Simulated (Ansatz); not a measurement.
TaOCl3 (TaCl₃O). The state is a singlet with charge 0. Geometry PBE-D4/def2-SVP, basis def2-TZVP, Ansatz.

Cartesian coordinates in Å:
```
Ta 0.000 -0.051 0.014
O -0.002 -1.716 0.458
Cl 2.126 0.433 -0.729
Cl -0.549 1.141 1.907
Cl -1.575 0.193 -1.650
```

```tsv
run	HOMO (eV)	LUMO (eV)
A	-12.54	-0.77
B	-9.75	-2.93
C	-12.15	-0.83
D	-11.05	-2.03
E	-9.45	-3.12
F	-9.21	-3.31
```

In the def2 sets Ta takes a core potential; there is no spin–orbit coupling. LC-ωPBE has ω = 0.4 bohr⁻¹. B3LYP takes the VWN-RPA correlation.

Task: The runs used B3LYP, BHLYP, LC-ωPBE, PBE0, r2SCANh, ωB97X-V. Estimate which is which.

Result: A LC-ωPBE (range-separated); B PBE0 (25 % exact exchange); C ωB97X-V (range-separated); D BHLYP (50 % exact exchange); E B3LYP (20 % exact exchange); F r2SCANh (10 % exact exchange). Exact exchange lowers occupied and raises empty levels; among semilocal functionals meta-GGAs tend to open the gap a little, and such runs are hard to tell apart. The gap grows from 5.89 eV (r2SCANh) to 11.77 eV (LC-ωPBE).
